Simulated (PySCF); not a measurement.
silylarsine anion (AsH5Si), SMILES [SiH3][AsH2] (connectivity only; charge and spin as stated), charge -1, multiplicity 2. Geometry: PBE0-D3(BJ)/def2-SVPD. The multiplicity is an assumed one; other spin states were not compared.

Computed with PBE0-D3(BJ)/def2-SVPD (PySCF).

Harmonic wavenumbers (cm⁻¹): 98, 147, 292, 332, 508, 524, 841, 931, 950, 980, 1769, 2041, 2050, 2162, 2176. Rotational constants (GHz): 53.19, 2.747, 2.734; symmetry number 1.

### Question
Work out the zero-point energy and the ideal-gas rigid-rotor harmonic-oscillator thermochemistry at 298.15 K and 1 atm.

### Answer
ZPE = ½ Σ hcν = ½ × 15801 cm⁻¹ = 22.59 kcal/mol. H − E(el) = 26.73 kcal/mol. Entropy in cal/(mol K): translation 39.95, rotation 24.20, vibration 10.68, spin 1.38, total 76.21. G − E(el) = 4.01 kcal/mol. Cp = 19.47 cal/(mol K). Modes under 150 cm⁻¹ make the vibrational entropy uncertain.
